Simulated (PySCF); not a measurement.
These are PySCF with PBE-D3(BJ)/def2-TZVP // B3LYP-D3(BJ)/def2-TZVP values and carry that method's errors. Isolated molecules, 0 K electronic values unless said otherwise. One relaxed conformer stands for a flexible species; it need not be the lowest. Excitations are Tamm–Dancoff values on a coarser integration grid. The basis has no diffuse functions, so Rydberg states are missing or too high.

Reference species (SMILES): `C#COC=O` (neutral, multiplicity 1).

```
Property                  Value
----------------------  -------
S1 oscillator strength    0.000
S1 excitation (TDA)     4.85 eV
T1 excitation (TDA)     4.26 eV
HOMO–LUMO gap           4.53 eV
```

Changed species: `O=C1[C@H]2O[C@@H]12`.

### Question
Give the shifts of the S1 oscillator strength, S1 excitation (TDA), T1 excitation (TDA) and HOMO–LUMO gap.

### Answer
the S1 oscillator strength hardly moves; the S1 excitation (TDA) drops by 0.12 eV, to 4.73 eV; the T1 excitation (TDA) falls by 0.47 eV, to 3.79 eV; the HOMO–LUMO gap drops by 0.37 eV, to 4.16 eV.
